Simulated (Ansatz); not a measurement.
Reaction (formal exchange of groups at the Al–S bond): `F/C=C/[S][AlH2]` + `C[SiH2]C` → `C[SiH](C)[AlH2]` + `F/C=C\S`

Computed with Ansatz on PBE0-D4/def2-TZVP structures; ΔE is electronic, products minus reactants. CCSD(T)/CBS adds triple-zeta CCSD(T) − MP2 to the extrapolated MP2 energy (def2 sets, frozen cores). Double bonds are as drawn, so ΔE can hold a change between cis and trans. DFT in def2-TZVPP. B3LYP here is the variant with VWN-RPA as its local correlation; programs differ in this. One conformer a species, not always the lowest.

`F/C=C/[S][AlH2]`:

Z-matrix (Å, degrees):
```
C
C 1 1.343
Al 1 2.307 2 89.0
S 1 1.769 2 122.3 3 58.7
H 1 1.087 2 118.2 3 -118.7
F 2 1.328 1 121.2 3 118.9
H 2 1.085 1 125.1 3 -64.8
H 3 1.579 1 102.7 2 -115.5
H 3 1.580 1 118.9 2 25.9
```

`C[SiH2]C`:

Cartesian coordinates in Å:
```
C 0.276 1.204 0.988
Si -0.189 -0.530 0.458
C -0.104 -0.725 -1.402
H 0.224 1.309 2.074
H -0.400 1.940 0.545
H 1.294 1.447 0.674
H -1.570 -0.841 0.928
H 0.731 -1.511 1.103
H -0.788 -0.031 -1.897
H -0.377 -1.739 -1.703
H 0.905 -0.524 -1.769
```

`C[SiH](C)[AlH2]`:

Z-matrix (Å, degrees):
```
C
Si 1 1.884
H 1 1.092 2 111.2
H 1 1.093 2 111.1 3 120.0
H 1 1.093 2 110.7 3 -120.1
C 2 1.884 1 110.0 3 177.6
Al 2 2.463 1 112.9 3 -55.4
H 2 1.501 1 107.4 3 61.0
H 6 1.093 2 111.1 1 62.4
H 6 1.093 2 110.7 1 -57.5
H 6 1.092 2 111.2 1 -177.6
H 7 1.594 2 121.4 1 -153.6
H 7 1.594 2 121.4 1 27.9
```

`F/C=C\S`:

Cartesian coordinates in Å:
```
F 0.082 1.586 -0.519
C 0.667 0.595 0.167
C 0.114 -0.601 0.279
S -1.402 -1.133 -0.393
H 1.615 0.881 0.604
H 0.642 -1.355 0.848
H -1.719 0.027 -0.987
```

```tsv
level	ΔE (kJ/mol)	difference from CCSD(T)/CBS
r2SCAN-D4	119.8	3.9
B3LYP-D4	106.9	-9.0
ωB97X-V	114.0	-1.9
ωB97M-V	123.7	7.8
B2PLYP	113.7	-2.2
r2SCAN	119.8	3.9
HF/def2-TZVPP	109.8	-6.1
HF/def2-QZVPP	109.9	-6.0
MP2/def2-QZVPP	129.7	13.8
MP2/CBS(def2)	130.3	14.4
CCSD(T)/CBS	115.9	0
```

Largest T1 diagnostic among the species: 0.013.

From PBE to PBE0 (25 % exact exchange), in def2-TZVPP and without D4, ΔE moves by +5.4 kJ/mol. In def2-TZVPP, CCSD(T) changes the Hartree–Fock value by +4.5 kJ/mol (the triples alone add +3.0 kJ/mol) and MP2 by +18.9 kJ/mol.
